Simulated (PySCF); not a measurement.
**[Tb(NH2)4]−: one run**

[Tb(NH2)4]− (singlet in the valence; each metal's 4f electrons, 8 of them, lie in its core potential, out of spins and levels). PySCF 2.14.0, RKS PBE, Tb lcecp-1-SVP with ECP54, N def2-SVP, H def2-SVP; non-relativistic Hamiltonian with scalar-relativistic core potentials where named; density fitting; no spin-orbit coupling. Purpose: level PBE.

```python
mol = gto.M(atom='''
Tb     0.00002     0.00000     0.00000
N      1.35926     1.22675     1.33475
H      1.30891     1.40996     2.33680
H      2.22490     1.66897     1.02095
N     -1.35932    -1.33467     1.22675
H     -2.22553    -1.02096     1.66830
H     -1.30823    -2.33710     1.41025
N      1.35926    -1.22675    -1.33475
H      2.22490    -1.66897    -1.02095
H      1.30891    -1.40996    -2.33680
N     -1.35932     1.33467    -1.22675
H     -1.30823     2.33710    -1.41025
H     -2.22553     1.02096    -1.66830''',
    basis={'Tb': 'lcecp-1-SVP', 'N': 'def2-SVP', 'H': 'def2-SVP'},
    ecp={'Tb': 'lcecp-1-SVP'},
    charge=-1, spin=0)
mf = dft.RKS(mol, xc='PBE')
mf.grids.atom_grid = (75, 302)  # f atoms: unpruned, at least (60, 302)
mf = mf.density_fit()  # fitting sets: Tb AutoAux, N def2-universal-JKFIT, H def2-universal-JKFIT
mf.conv_tol = 1e-08; mf.max_cycle = 55
mf.kernel(dm0)  # dm0: converged density of the relaxed state
mf.nuc_grad_method().kernel()
```

Run from Python with OMP_NUM_THREADS=2; the lines above give its settings. Where DIIS fails, smearing, a level shift and second-order steps follow.
It took 9.8 s on 2 threads of Arm Neoverse V1 (shared host), from an already converged density.

(1) Where do the frontier levels lie, over both spins?

(2) What are the Mulliken charges and spins?

(3) What forces act on the atoms (eV/Å)?

The geometry was relaxed with PBE0 (Tb lcecp-1-SVP with ECP54, N def2-SVP, H def2-SVP).

An lcecp potential fixes the number of 4f electrons, so in runs with it no electron can move into or out of that shell.

## Answers

(1) HOMO 0.21 eV, LUMO 3.32 eV. The 4f levels lie in the core potential and are missing. The highest filled level lies above zero, as often for anions with such functionals and bases; it isn't the detachment energy.

(2) 
```json
{"atom": "Tb1", "charge (e)": "0.368", "spin (e)": "0.000"}
{"atom": "N2", "charge (e)": "-0.464", "spin (e)": "0.000"}
{"atom": "H3", "charge (e)": "0.059", "spin (e)": "0.000"}
{"atom": "H4", "charge (e)": "0.062", "spin (e)": "0.000"}
{"atom": "N5", "charge (e)": "-0.464", "spin (e)": "0.000"}
{"atom": "H6", "charge (e)": "0.063", "spin (e)": "0.000"}
{"atom": "H7", "charge (e)": "0.059", "spin (e)": "0.000"}
{"atom": "N8", "charge (e)": "-0.464", "spin (e)": "0.000"}
{"atom": "H9", "charge (e)": "0.062", "spin (e)": "0.000"}
{"atom": "H10", "charge (e)": "0.059", "spin (e)": "0.000"}
{"atom": "N11", "charge (e)": "-0.464", "spin (e)": "0.000"}
{"atom": "H12", "charge (e)": "0.059", "spin (e)": "0.000"}
{"atom": "H13", "charge (e)": "0.063", "spin (e)": "0.000"}
```
The spin of the 4f electrons in the core isn't counted.

(3) 
```
Tb   0.00  0.00  0.00
N   -0.27 -0.20 -0.22
H   -0.01  0.08  0.40
H    0.33  0.17 -0.12
N    0.27  0.21 -0.19
H   -0.33  0.12  0.17
H    0.01 -0.38  0.08
N   -0.27  0.20  0.22
H    0.33 -0.17  0.12
H   -0.01 -0.08 -0.40
N    0.27 -0.21  0.19
H    0.01  0.38 -0.08
H   -0.33 -0.12 -0.17
```
Forces carry noise of the integration grid, about 0.01 to 0.03 eV/Å.
